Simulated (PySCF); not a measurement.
S: excitation energy

S [Ne] 3s2 3p4 (3P) → S [Ne] 3s1 3p4 4s1 (5P), as a difference of total energies. Computed with PySCF 2.14 in dyall-acv3z (19s12p6d4f, 113 functions), with the non-relativistic Hamiltonian (point nucleus). Correlated levels: valence: [Ne] frozen; valence and next inner shell: 1s2 frozen; virtual orbitals above 40 to 60 times the deepest correlated orbital energy dropped. The calculations carry no spin-orbit coupling.

| method | excitation energy (cm⁻¹) |
| --- | --- |
| UHF | 131250 |
| LDA | 136270 |
| PBE | 135110 |
| PBE0 | 136630 |
| r2SCAN | 133920 |
| r2SCANh | 134410 |
| PBEsol | 134670 |
| TPSS | 136660 |
| MP2 (valence) | 134240 |
| SCS-MP2 (valence) | 135690 |
| MP2 (valence and next inner shell) | 134970 |
| SCS-MP2 (valence and next inner shell) | 136210 |

The upper state lies above the first ionisation limit, where it may autoionise and the basis confines it. A Rydberg-like electron needs more diffuse functions than a valence basis has.

The promoted electron is Rydberg-like, and one or two diffuse shells describe it only roughly, which tends to raise the upper state.
